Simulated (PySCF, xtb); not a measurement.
CH7NOSi2, SMILES C1N[SiH2]O[SiH2]1.

xtb with GFN2-xTB at its own geometry gives an orbital gap of 4.71 eV and a dipole moment of 1.80 D.

The structure is a stationary point at TPSSh-D3(BJ)/def2-SVP. The structure was generated by enumeration, and PubChem lists no compound with its InChIKey, so it may never have been made. The values are those of a single conformer.

Question: What does PySCF with PBE/def2-TZVP give? (The exact figures need the calculation; the answer reports its results.)

Answer: gap 4.78 eV (levels -5.50 and -0.72 eV), dipole 2.10 D.
